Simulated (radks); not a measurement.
Results of a calculation; reference values are marked as such.
Question: The lithium anion Li-, [He] 2s2, held by a Watson sphere: a shell of charge +1 at radius R that stands for the Madelung well of a crystal (potential energy -1/R inside, -1/r outside, in hartree with lengths in bohr). Code: a radial shooting solver on a logarithmic mesh with Libxc functionals. Model: scalar-relativistic Kohn-Sham, LDA (Slater exchange, VWN5 correlation), spin-unpolarised, spherical densities, finite nucleus; Fermi nuclear charge, rms radius of each element as measured or else 0.836 A^(1/3) + 0.57 fm. Response by self-consistent Sternheimer equations with the Hartree and adiabatic LDA kernel, the relativistic mass of each level held fixed and spin-orbit coupling left out. The sphere does not respond.

| R (bohr) | e(1s) (eV) | e(2s) (eV) | <r> 2s (bohr) | sum of <r^2> (bohr^2) | X-ray form factor at sin(theta)/lambda = 0.1 1/angstrom | alpha (bohr^3) |
|---|---|---|---|---|---|---|
| 1.67 | -54.676 | -4.702 | 3.131 | 24.23 | 2.794 | 80.27 |
| 2.67 | -50.865 | -4.269 | 3.459 | 29.03 | 2.645 | 106.2 |
| 3.01 | -50.401 | -4.094 | 3.586 | 31.06 | 2.590 | 119.2 |
| 3.78 | -49.857 | -3.699 | 3.870 | 36.00 | 2.477 | 155.0 |

Estimate the row for R = 2.41 bohr.

Answer: e(1s) (eV) -51.397; e(2s) (eV) -4.398; <r> 2s (bohr) 3.365; sum of <r^2> (bohr^2) 27.58; X-ray form factor at sin(theta)/lambda = 0.1 1/angstrom 2.687; alpha (bohr^3) 97.61.
